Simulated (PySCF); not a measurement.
## Correlation energy of Rh (rhodium, neutral)

[Kr] 4d7 5s2, high-spin 4F determinant (an excited configuration). Computed with PySCF 2.14 in aug-cc-pwCVTZ-DK (11s10p8d4f3g, 136 functions), with the spin-free X2C one-electron Hamiltonian (Gaussian nucleus). Frozen: [Kr]; 9 electrons correlated.

MP2 pair energies summed by pair of shells (mhartree):

```csv
pair,energy,share (%)
4d-4d,-164.14,66.0
4d-5s,-63.48,25.5
5s-5s,-20.97,8.4
```

Total MP2 correlation energy: -248.59 mhartree.

Same-spin part -94.31 and opposite-spin part -154.28 mhartree; SCS-MP2 scales them by 1/3 and 6/5 to -216.57 mhartree.
